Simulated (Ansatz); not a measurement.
Program: Ansatz. Geometries: PBE0-D4/def2-TZVP. ΔE: electronic, gas phase. CCSD(T)/CBS is the MP2 limit (def2-TZVPP, def2-QZVPP) plus CCSD(T) − MP2 in def2-TZVPP, frozen cores. Functionals use def2-TZVPP. B3LYP here is the variant with VWN-RPA as its local correlation; programs differ in this. For Ga outer-core shells are correlated without core-valence functions, which leaves a few kJ/mol of doubt a bond. Scalar relativity is left out up to krypton. Each species was taken in one conformer, which may not be the lowest.

`[CH3][GaH][NH]CF` + `CC[SiH3]` → `[CH3][GaH][SiH3]` + `CCNCF`  (formal exchange of groups at a Ga–N bond)

CCSD(T)/CBS gives +97.0 kJ/mol.

Task: Another level gave +91.5 kJ/mol. Which?
A. SCS-MP2/def2-TZVPP
B. B3LYP/def2-TZVPP
C. PBE0-D4/def2-TZVPP
D. HF/def2-TZVPP

Result: D. HF/def2-TZVPP 91.5, SCS-MP2/def2-TZVPP 102.9, PBE0-D4 81.5, B3LYP 87.5 kJ/mol.

Largest T1 diagnostic among the species: 0.013.

In def2-TZVPP, CCSD(T) changes the Hartree–Fock value by +3.5 kJ/mol (the triples alone add +0.7 kJ/mol) and MP2 by +14.4 kJ/mol.
